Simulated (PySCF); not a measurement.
## Assignment exercise: CH$_{11}$NSi$_{3}$

Numbering as in the mapped SMILES `[CH3:1][SiH2:2][Si@@H:3]([NH2:4])[SiH3:5]`; H(Xn) means a hydrogen on atom n. Ha(Si2) is pro-R; Hb(Si2) is pro-S.

- PBE0/pcSseg-1 with gauge-including orbitals
- GFN2-xTB geometry
- code: PySCF 2.14.0 with density-fitted response routines
- no solvent model, relativity neglected, one computed conformer, averaged over atoms made equivalent by symmetry, fast rotation or ring inversion

Referencing at the same level of theory: $^{1}$H (σref 31.72) against TMS.

Assign these signals to the numbered atoms. $^{1}$H NMR (400 MHz, computed): δ 5.51 (m, 1H), 4.12 (m, 1H), 3.89 (m, 1H), 3.47 (d, 3H), 0.29 (m, 3H), -0.29 (br s, 2H).

## Answers


5.51 → H(Si3), hydrogen on a silicon bonded to N, 2 Si
4.12 → Ha(Si2), hydrogen on a silicon bonded to C, Si
3.89 → Hb(Si2), hydrogen on a silicon bonded to C, Si
3.47 → H(Si5), hydrogen on a silicon bonded to Si
0.29 → H(C1), hydrogen on a methyl carbon bonded to Si: an electropositive neighbour shields it, as in TMS itself
-0.29 → H(N4), hydrogen on a nitrogen bonded to Si: exchangeable, gas-phase position

OH/NH shifts are gas-phase values; hydrogen bonding in solution moves them, usually downfield. No couplings were computed; multiplicities are counted from neighbouring protons, with m where these are inequivalent, close in shift, in a saturated or five-membered ring or joined by F or P, and br s for small geminal =CH2 splittings.
